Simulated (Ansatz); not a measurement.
`NC(S)C[SiH3]` + `O[SiH3]` → `NC(S)O[SiH3]` + `C[SiH3]`  (substitution at a C–C bond)

Calculated with Ansatz (gas phase, PBE0-D4/def2-TZVP geometries, no zero-point term in ΔE). CBS: MP2 limit from def2 TZ/QZ plus the TZ coupled-cluster correction, frozen cores. This one scheme is used for every species. Each species was taken in one conformer, which may not be the lowest.

`NC(S)C[SiH3]`:

```xyz
14

N     0.240    0.624    2.058
C    -0.194    0.498    0.684
S    -1.913   -0.100    0.644
C     0.634   -0.436   -0.200
Si    0.116   -0.511   -2.014
H     1.189    0.981    2.094
H     0.228   -0.282    2.512
H    -0.184    1.499    0.244
H    -2.400    0.848    1.460
H     0.622   -1.448    0.220
H     1.675   -0.097   -0.169
H     1.234   -1.087   -2.811
H    -1.088   -1.356   -2.214
H    -0.160    0.865   -2.510
```

`O[SiH3]`:

Z-matrix (Å, degrees):
```
Si
O 1 1.648
H 1 1.489 2 111.7
H 1 1.489 2 111.7 3 120.9
H 1 1.481 2 105.9 3 -119.6
H 2 0.957 1 117.9 3 -60.5
```

`NC(S)O[SiH3]`:

Cartesian coordinates in Å:
```
N -0.935 0.398 -0.959
C 0.160 0.861 -0.166
S -0.298 2.380 0.757
O 0.568 -0.116 0.737
Si 0.398 -1.728 0.362
H -1.818 0.456 -0.466
H -1.006 0.879 -1.844
H 0.987 1.110 -0.838
H 0.792 2.412 1.539
H -1.007 -2.198 0.433
H 1.188 -2.405 1.418
H 0.968 -2.047 -0.972
```

`C[SiH3]`:

Cartesian coordinates in Å:
```
C -0.491 -0.846 0.134
Si 0.440 0.757 -0.120
H 0.191 -1.698 0.112
H -1.238 -0.989 -0.650
H -1.006 -0.847 1.097
H 1.458 0.948 0.948
H -0.492 1.917 -0.088
H 1.138 0.757 -1.434
```

| level | ΔE (kcal/mol) |
| --- | --- |
| HF/def2-TZVPP | 0.0 |
| CCSD(T)/def2-TZVPP | 3.0 |

Question: What does CCSD(T)/CBS give? (Estimate.)

Answer: Computed: +3.9 kcal/mol. The listed levels differ from it by -3.9, -0.9 kcal/mol.

Largest T1 diagnostic among the species: 0.012.

In def2-TZVPP, CCSD(T) changes the Hartree–Fock value by +3.0 kcal/mol (the triples alone add +0.1 kcal/mol) and MP2 by +4.6 kcal/mol. The D4 term adds +0.8 kcal/mol with B3LYP and +0.4 kcal/mol with PBE0; it sums over pairs of atoms, weighted by their polarisabilities, and B3LYP, whose exchange is more repulsive, gets the larger term.

B3LYP here is the variant with VWN-RPA as its local correlation; programs differ in this.
